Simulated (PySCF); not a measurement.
thiourea (CH4N2S), SMILES S=C(N)N.

Coordinates come from a PBE0-D3(BJ)/def2-SVP optimisation. Other conformers were not sampled.

The numbers are results of PBE0-D3(BJ)/def2-SVP in PySCF, not measurements.

Frequencies are harmonic and unscaled.

Problem. List the normal modes with their intensities. (The exact figures need the calculation; the answer reports its results.)

Solution. 
```tsv
mode	ν (cm⁻¹)	IR (km/mol)	moving atoms (share of kinetic energy)
1	283	104.0	H 89 %, N 10 %
2	354	360.2	H 84 %, N 14 %
3	407	3.6	N 43 %, S 22 %, H 21 %, C 14 %
4	458	5.3	N 40 %, H 36 %, S 22 %
5	490	4.5	H 84 %, N 16 %
6	593	62.0	H 97 %
7	651	9.9	C 80 %, N 15 %
8	793	8.4	N 37 %, S 33 %, H 17 %, C 13 %
9	1046	12.7	H 76 %, N 22 %
10	1074	32.6	H 51 %, N 42 %
11	1431	227.4	C 56 %, H 32 %, N 10 %
12	1463	31.3	C 47 %, H 47 %
13	1616	317.9	H 51 %, N 28 %, C 21 %
14	1620	120.3	H 76 %, N 18 %
15	3602	65.4	H 96 %
16	3610	15.4	H 96 %
17	3747	75.7	H 91 %, N 9 %
18	3748	40.7	H 91 %, N 9 %
```
